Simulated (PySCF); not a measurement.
**SMILES FC[C@H]1C=C(F)C1, C₅H₆F₂**

Cartesian coordinates in Å; atom numbers follow the order of the lines, from 1:
```xyz
13

F    -2.185   -1.171    0.687
C    -1.582    0.021    0.372
C    -0.328   -0.179   -0.479
C     0.976   -0.350    0.277
C     1.177   -1.553   -0.243
F     2.151   -2.458   -0.135
C    -0.069   -1.598   -1.070
H    -1.341    0.512    1.320
H    -2.339    0.603   -0.165
H    -0.282    0.609   -1.233
H     1.497    0.286    0.964
H     0.081   -1.630   -2.147
H    -0.796   -2.353   -0.779
```

Theory: GIAO HF/pcSseg-1 magnetisability, rotational g tensor and spin-rotation constants, non-relativistic, gas phase (PySCF). Geometry: GFN2-xTB, dihedral held. The dihedral F1–C2–C3–C4 is held at 270°.

Give the nuclear spin-rotation constants along the inertial axes (H = +C I·J) beside the isotropic shieldings.

Rotational constants 5.9464, 1.5888, 1.4868 GHz. A star marks the isotopologue with that one atom substituted, in its own axes.
| atom | isotope | Caa (kHz) | Cbb (kHz) | Ccc (kHz) | mean (kHz) | σ (ppm) |
| --- | --- | --- | --- | --- | --- | --- |
| F1 | 19F | -0.829 | 0.605 | 0.156 | -0.023 | 452.0 |
| F6 | 19F | 4.745 | 1.900 | 1.316 | 2.654 | 303.9 |
| H8 | 1H | -0.548 | -0.122 | 0.032 | -0.213 | 27.6 |
| H9 | 1H | -0.015 | -0.171 | -0.054 | -0.080 | 27.6 |
| H10 | 1H | -0.641 | -0.072 | -0.051 | -0.255 | 29.8 |
| H11 | 1H | -0.595 | -0.028 | -0.046 | -0.223 | 27.2 |
| H12 | 1H | -0.582 | -0.179 | 0.045 | -0.239 | 29.4 |
| H13 | 1H | -0.513 | 0.035 | -0.159 | -0.212 | 28.9 |
| C2 | 13C* | 1.472 | 0.259 | 0.364 | 0.698 | 116.0 |
| C3 | 13C* | 0.964 | 0.204 | 0.213 | 0.460 | 165.9 |
| C4 | 13C* | 2.009 | 0.358 | 0.385 | 0.917 | 81.0 |
| C5 | 13C* | 2.679 | 0.430 | 0.501 | 1.203 | 28.6 |
| C7 | 13C* | 0.816 | 0.253 | 0.231 | 0.433 | 162.2 |

For the geometry as given, no vibrational averaging.
